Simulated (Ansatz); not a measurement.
Relaxation of C3H7BSi (12 atoms, charge 0, multiplicity 1), to a largest force component of 0.015 eV/Å in at most 40 steps.

All numbers below come from RKS B3LYP/def2-SVP in Ansatz.

```xyz
12
Properties=species:S:1:pos:R:3
C -0.134 2.692 1.066
C 0.232 1.605 1.101
B 0.733 0.172 1.146
Si -0.093 -1.233 0.213
C -0.225 -0.849 -1.623
H -0.550 3.745 1.011
H 1.775 -0.071 1.772
H 0.580 -2.499 0.408
H -1.534 -1.339 0.779
H -0.753 -1.704 -2.063
H -0.757 0.094 -1.760
H 0.802 -0.798 -2.043
```

Task: Where does it end, and by what steps?

Result: It converged. The force dipped under the threshold on the way, but the program's further checks kept it going. After 24 steps the energy has fallen by 0.716 eV; H7 moved furthest, 1.26 Å. The start is strongly strained (largest force component 11 eV/Å).

```tsv
step	energy less start (eV)	largest force component (eV/Å)	accepted
0	0.0000	10.712	yes
1	-0.6380	0.863	yes
2	-0.6836	0.339	yes
3	-0.6911	0.079	yes
4	-0.6936	0.030	yes
5	-0.6944	0.178	yes
6	-0.6969	0.088	yes
7	-0.7008	0.036	yes
8	-0.7038	0.155	yes
9	-0.7042	0.268	yes
10	-0.7079	0.096	yes
11	-0.7108	0.008	yes
12	-0.7118	0.099	yes
13	-0.7123	0.113	yes
14	-0.7133	0.048	yes
15	-0.7141	0.028	yes
16	-0.7149	0.044	yes
17	-0.7150	0.083	yes
18	-0.7155	0.053	yes
19	-0.7157	0.007	yes
20	-0.7159	0.030	yes
21	-0.7152	0.090	no
22	-0.7161	0.022	yes
23	-0.7161	0.014	yes
24	-0.7161	0.012	yes
```

```xyz
12
Properties=species:S:1:pos:R:3
C 0.261 2.795 0.753
C 0.356 1.621 1.087
B 0.462 0.166 1.459
Si 0.033 -1.336 0.165
C -0.473 -0.779 -1.571
H 0.183 3.829 0.468
H 0.815 -0.116 2.580
H 1.235 -2.231 0.083
H -1.064 -2.158 0.776
H -0.699 -1.642 -2.218
H -1.369 -0.138 -1.529
H 0.334 -0.197 -2.046
```

Whether the end is a true minimum wasn't checked by a vibrational analysis.

The run took 42 s on 2 threads of Intel(R) Xeon(R) Platinum 8488C (Sapphire Rapids) (shared host), peak memory 0.26 GiB.
